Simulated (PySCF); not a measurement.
C6H10, SMILES C1CCCC=1C. Coordinates come from a r2SCAN-D4/def2-SVP optimisation. The values are those of a single conformer.

These are r2SCAN-D4/def2-SVP (PySCF 2.14.0) values and carry that method's errors.

Harmonic wavenumbers (cm⁻¹): 155, 181, 245, 322, 439, 578, 646, 800, 831, 877, 897, 921, 941, 1004, 1013, 1038, 1071, 1135, 1166, 1216, 1243, 1258, 1311, 1319, 1349, 1389, 1445, 1447, 1451, 1456, 1472, 1719, 2992, 2993, 3012, 3045, 3058, 3066, 3083, 3112, 3137, 3180. Rotational constants (GHz): 6.948, 3.033, 2.250; symmetry number 1.

**Question.** Work out the zero-point energy and the ideal-gas rigid-rotor harmonic-oscillator thermochemistry at 298.15 K and 1 atm.

**Answer.** ZPE = ½ Σ hcν = ½ × 63012 cm⁻¹ = 90.08 kcal/mol. H − E(el) = 94.55 kcal/mol. Entropy in cal/(mol K): translation 39.13, rotation 26.32, vibration 11.33, total 76.78. G − E(el) = 71.65 kcal/mol. Cp = 25.12 cal/(mol K).
